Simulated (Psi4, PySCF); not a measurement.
BrCs (SMILES [Br][Cs]), singlet, at a GFN2-xTB geometry (such geometries of metal compounds can be far from the true shape) (core potentials on Cs), atoms displaced at random by about 0.08 Å a coordinate. Base run: TPSS/def2-SVP, gradient (PySCF).

The PySCF input:
```python
from pyscf import gto, scf, dft

mol = gto.M(
    atom='''
Cs   -0.03277711   -0.04167874   -1.27776522
Br    0.09038679    0.02154405    2.01904799
''',
    basis='def2-svp',
    ecp={'Cs': 'def2-svp'},
    verbose=4,
)

mf = dft.RKS(mol)
mf.xc = 'tpss'
mf.kernel()
g = mf.nuc_grad_method()
grad = g.kernel()
```

Programs used: Psi4, PySCF; a row that names a program was run with it.

The coordinate followed is y of atom 2.

Variants of this job, named by their change:

```csv
change,dE/dx (Eh/bohr),net force (Eh/bohr)
base,0.000141,0.000093
code = psi4,0.000171,0.001054
finite difference step (bohr) = 1e-5; conv_tol = 1e-11,0.000209,-
grids.level = 1; grid_response = off,-0.000153,0.001278
finite difference step (bohr) = 1e-3; conv_tol = 1e-11,0.000209,-
conv_tol = 1e-4,0.000139,0.000093
finite difference step (bohr) = 0.05; conv_tol = 1e-11,0.000208,-
grids.level = 1; grid_response = on,0.000436,0.000000
grids.level = 0; grid_response = off,0.002319,0.006297
finite difference step (bohr) = 0.01; conv_tol = 1e-11,0.000209,-
conv_tol = 1e-11,0.000141,0.000093
conv_tol = 1e-6,0.000141,0.000093
```

The net force is zero for an exact gradient.
